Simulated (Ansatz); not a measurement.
AsF$_{3}$H$_{3}$In, SMILES `[F][In-]([F])([F])[AsH3+]`. Charge 0, multiplicity 1. In takes the def2 core potential.

| atom | x (Å) | y (Å) | z (Å) |
| --- | --- | --- | --- |
| F1 | -1.863 | 1.039 | 1.589 |
| In2 | -0.608 | -0.426 | 1.351 |
| F3 | 1.028 | -0.403 | 2.401 |
| F4 | -1.318 | -2.155 | 0.816 |
| As5 | 0.478 | 0.339 | -1.073 |
| H6 | -0.014 | 1.608 | -1.709 |
| H7 | 0.339 | -0.593 | -2.242 |
| H8 | 1.958 | 0.591 | -1.132 |

(1) List the harmonic frequencies (cm⁻¹, unscaled) at PBE0-D4/def2-TZVP in Ansatz. (Best estimate.)

(2) Is this a minimum?

## Answers

(1) Computed: 51i, 48, 48, 126, 126, 133, 155, 310, 310, 571, 602, 602, 876, 1004, 1004, 2308, 2331, 2331.

(2) No: 1 imaginary mode, so it is a saddle point.
